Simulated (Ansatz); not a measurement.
Ansatz (a first-principles code) input (PBE/6-31G* with LANL2DZ past Ar): The .json file joins the Basis Set Exchange's 6-31G* for atoms up to Ar and LANL2DZ past it.

Ansatz 0.2 input:
```yaml
crystal:
  periodic: [false, false, false]
  atoms:
    - {symbol: F, position_ang: [-0.04865700, 1.84114900, -0.34777500]}
    - {symbol: Ge, position_ang: [-0.01120500, 0.27059200, 0.41038200]}
    - {symbol: Cl, position_ang: [-1.76084500, -0.79215200, -0.30985900]}
    - {symbol: Cl, position_ang: [1.80769700, -0.69192300, -0.27850900]}
basis:
  gaussian:
    orbitals: 6-31Gs+LANL2DZ.json
hamiltonian:
  xc: {name: PBE}
magnetization: {spin_polarized: true, initial_magnetization: 1}
output: {forces: true}
```

Output:

```
Functional definition: PBE
integrals: 0.02 GiB planned
712 factors; their error is unknown
mean field: 0.16 GiB planned
mean field evaluation 1: about -27850.3990 eV, gradient 2.6e1 eV
mean field evaluation 2: about -27824.9669 eV, gradient 8.7e1 eV
mean field evaluation 4: about -27852.8142 eV, gradient 5.0e0 eV
mean field evaluation 8: about -27852.9407 eV, gradient 5.3e-2 eV
mean field evaluation 16: about -27852.9407 eV, gradient 2.2e-5 eV
mean field -27852.94073109 eV, -1023.5766924663 hartree, gradient 1.1e-5 eV, S^2 0.751601; 0 other end points of the search recorded, 0 dependent functions left out
the calculation of the forces begins
reference -27852.94075994 eV, -1023.5766935264 hartree; 24, 23 occupied and 37, 38 virtual orbitals, 712 factors
Total energy: -27852.94075994 eV, -1023.5766935264 hartree
Atom 0 at    -0.048657     1.841149    -0.347775 Å, force     0.004232    -0.198474     0.152824 eV/Å
Atom 1 at    -0.011205     0.270592     0.410382 Å, force    -0.027346     0.897042     0.244798 eV/Å
Atom 2 at    -1.760845    -0.792152    -0.309859 Å, force    -0.526551    -0.364398    -0.203538 eV/Å
Atom 3 at     1.807697    -0.691923    -0.278509 Å, force     0.549665    -0.334170    -0.194083 eV/Å
Dipole moment:    -0.002795    -0.003920     0.330640 e Å
```

The geometry given is a B3LYP-D3(BJ)/def2-TZVP minimum.
